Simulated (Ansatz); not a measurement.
Computed with Ansatz on PBE0-D4/def2-TZVP structures; ΔE is electronic, products minus reactants. CCSD(T)/CBS adds triple-zeta CCSD(T) − MP2 to the extrapolated MP2 energy (def2 sets, frozen cores). Functionals use def2-TZVPP. B3LYP here is the variant with VWN-RPA as its local correlation; programs differ in this. One conformer a species, not always the lowest.

Reaction (redistribution): `COB(N)[SiH3]` + `B[SiH2]CN` → `BB(N)[SiH3]` + `CO[SiH2]CN`

Is it downhill or uphill in electronic energy at CCSD(T)/CBS, and by how much? (An estimate is asked.)

The calculation gave: Uphill: ΔE = +0.09 eV.

What do these levels give: PBE-D4, PBE, B3LYP, HF/def2-TZVPP, CCSD/def2-TZVPP, MP2/CBS(def2)? (An estimate is asked.)

Computed: PBE-D4 0.13, PBE 0.14, B3LYP 0.08, HF/def2-TZVPP 0.10, CCSD/def2-TZVPP 0.11, MP2/CBS(def2) 0.05 eV.

Largest T1 diagnostic among the species: 0.014.
